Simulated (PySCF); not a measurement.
**Computed structure and properties of [Lu(OH)2]+**

System: [Lu(OH)2]+ (singlet in the valence; each metal's 4f electrons, 14 of them, lie in its core potential, out of spins and levels); start: template (C2). Method: PySCF 2.14.0, RKS PBE0, Lu lcecp-1-SVP with ECP60, O def2-SVP, H def2-SVP; non-relativistic Hamiltonian with scalar-relativistic core potentials where named; density fitting; no spin-orbit coupling.

Input of the relaxation:

```python
mol = gto.M(atom='''
Lu     0.00000     0.00000    -0.14009
O      1.91570    -0.00000     0.71721
H      2.87530    -0.09060     0.77631
O     -1.91570     0.00000     0.71721
H     -2.87530     0.09060     0.77631''',
    basis={'Lu': 'lcecp-1-SVP', 'O': 'def2-SVP', 'H': 'def2-SVP'},
    ecp={'Lu': 'lcecp-1-SVP'},
    charge=1, spin=0)
mf = dft.RKS(mol, xc='PBE0')
mf.grids.atom_grid = (50, 194)  # f atoms: unpruned, at least (60, 302)
mf = mf.density_fit()  # fitting sets: Lu AutoAux, O def2-universal-JKFIT, H def2-universal-JKFIT
mf.conv_tol = 1e-08; mf.max_cycle = 55
mf.kernel(dm0)  # dm0: converged density of the start geometry
# quasi-Newton relaxation in Cartesian coordinates to a largest gradient under 0.00045 Eh/bohr, steps kept in the point group
```

Run from Python with OMP_NUM_THREADS=2; the lines above give its settings. Where DIIS fails, smearing, a level shift and second-order steps follow.
It took 26 s on 2 threads of Arm Neoverse V1, on a shared host, from the converged density of the start.

Course of the relaxation:

| step | energy above end (eV) | largest force component within the symmetry (eV/Å) |
| --- | --- | --- |
| 0 | 1.0009 | 3.112 |
| 1 | 0.4142 | 1.339 |
| 2 | 0.2578 | 1.245 |
| 3 | 0.2280 | 1.220 |
| 4 | 0.1901 | 1.414 |
| 5 | 0.0929 | 0.604 |
| 6 | 0.0648 | 0.275 |
| 7 | 0.0563 | 1.090 |
| 8 | 0.0244 | 0.226 |
| 9 | 0.0090 | 0.088 |
| 10 | 0.0025 | 0.156 |
| 11 | 0.0003 | 0.100 |
| 12 | 0.0000 | 0.010 |
| 13 | 0.0000 | 0.013 |

Relaxed geometry (C2v):

```xyz
5

Lu    0.0000    0.0000   -0.5078
O     1.6288   -0.0354    0.4960
H     2.3026   -0.0495    1.1814
O    -1.6288    0.0354    0.4960
H    -2.3026    0.0495    1.1814
```

```tsv
contact	Å
Lu1–O2 (OH)	1.914
Lu1–O4 (OH)	1.914
```

On the finer grid (75, 302):

```yaml
HOMO: -13.81 eV
LUMO: -7.47 eV
Dipole_about_the_centre_of_mass: 2.35 D
Set_of_Mulliken_populations_of_Lu1_outside_the_core_potential: s 2.17, p 6.23, d 1.19, f 0.07
D3_BJ_dispersion_energy_not_in_the_energies: -0.051 eV
```

```json
{"atom": "Lu1", "Mulliken (e)": "1.35", "Löwdin (e)": "1.08", "spin (e)": "0.00"}
{"atom": "O2", "Mulliken (e)": "-0.41", "Löwdin (e)": "-0.17", "spin (e)": "0.00"}
{"atom": "H3", "Mulliken (e)": "0.24", "Löwdin (e)": "0.13", "spin (e)": "0.00"}
{"atom": "O4", "Mulliken (e)": "-0.41", "Löwdin (e)": "-0.17", "spin (e)": "0.00"}
{"atom": "H5", "Mulliken (e)": "0.24", "Löwdin (e)": "0.13", "spin (e)": "0.00"}
```

The 4f levels lie in the core potential and are missing.

A rough frequency check found all modes real, so this is a minimum.

Taking off one OH (charge -1, singlet; the rest: singlet) in vacuum, both parts rigid, costs 18.20 eV; the small basis without counterpoise inflates it. Most of it is the attraction of opposite charges; other ways to part are cheaper, and one spin state was tried for the rest.

Rigid scan of OH along the line from its metal:

distance to O2 (Å), energy (eV) and a bar:
```
     1.61      2.171 ###########
     1.71      0.820 ####
     1.81      0.175 #
     1.91      0.000 
     2.01      0.130 #
     2.11      0.452 ##
     2.31      1.390 #######
     2.61      2.972 ###############
     3.01      4.733 ########################
     3.51      5.991 ##############################
```

One start shape was tried, so this needn't be the lowest isomer.

An lcecp potential fixes the number of 4f electrons, so in runs with it no electron can move into or out of that shell.
